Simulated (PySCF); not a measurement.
**Electronic absorption of 4-fluorobenzoic acid**

Species: 4-fluorobenzoic acid, C₇H₅FO₂.
SMILES: `O=C(O)c1ccc(cc1)F`

Method used: TDDFT wB97X-D/def2-SVPD, vertical, gas phase, core orbitals frozen in the response in PySCF 2.14.0, density-fitted response routines. Geometry: GFN2-xTB, one conformer, isolated molecule. Torsions of this conformer, `[O:1]=[C:2]([OH:3])[c:4]1[cH:5][cH:6][c:7]([F:8])[cH:9][cH:10]1`: O1–C2–C4–C5 0°, H–O3–C2–O1 0°.

| state | E (eV) | λ (nm) | f | \|μ\| (D) | symmetry | main configurations (H = HOMO, L = LUMO) |
| --- | --- | --- | --- | --- | --- | --- |
| S1 | 5.27 | 235.1 | 0.0000 | 0.01 | – | H-2→L (88%), H-2→L+5 (11%) |
| S2 | 5.29 | 234.3 | 0.0018 | 0.30 | – | H-1→L (57%), H→L+1 (41%) |
| S3 | 5.65 | 219.3 | 0.241 | 3.35 | A′ | H→L (89%), H-1→L+1 (9%) |
| S4 | 6.67 | 185.8 | 0.281 | 3.33 | A′ | H→L+1 (53%), H-1→L (41%) |
| S5 | 6.97 | 177.9 | 0.608 | 4.80 | A′ | H-1→L+1 (84%) |
| S6 | 7.34 | 168.8 | 0.0000 | 0.03 | – | H-2→L+1 (91%) |
| S7 | 7.43 | 166.9 | 0.0000 | 0.01 | – | H-4→L (90%) |
| S8 | 7.55 | 164.2 | 0.080 | 1.67 | A′ | H-3→L (77%), H-2→L+2 (14%) |

Triplets, Tamm–Dancoff:

```
state  E (eV)  λ (nm)  main configurations (H = HOMO, L = LUMO)
   T1    3.93   315.2                  H→L (82%), H-1→L+1 (11%)
   T2    4.71   263.4                  H-1→L (75%), H→L+1 (21%)
   T3    4.80   258.1                  H-1→L+1 (84%), H→L (13%)
```

The lowest singlet lies at 5.27 eV (235 nm, ultraviolet) and is dark (f under 0.0005); its leading configuration is HOMO-2→LUMO (88%). The strongest level in the table is S5 at 6.97 eV (178 nm, f = 0.608). Löwdin shares by element: HOMO carbon 52% or more, fluorine 10% (atoms not listed hold the other 37%); LUMO carbon 44% or more, oxygen 12% or more (atoms not listed hold the other 44%). The oscillator strengths of these states sum to 1.212; summed over the whole spectrum of an exact calculation they would give the number of electrons, 72 (Thomas–Reiche–Kuhn). Orbital energies (eV): HOMO-3 -11.57, HOMO-2 -10.36, HOMO-1 -9.89, HOMO -9.47, LUMO 0.09, LUMO+1 0.89, LUMO+2 1.91. Of the 8 states listed, 4 reach f = 0.01 and 3 stay under 0.0005. Symmetry labels in Cs follow from the direction of the transition dipole and are given only for states with f of 0.002 or more. Singlets were solved by full linear response, triplets in the Tamm–Dancoff approximation.
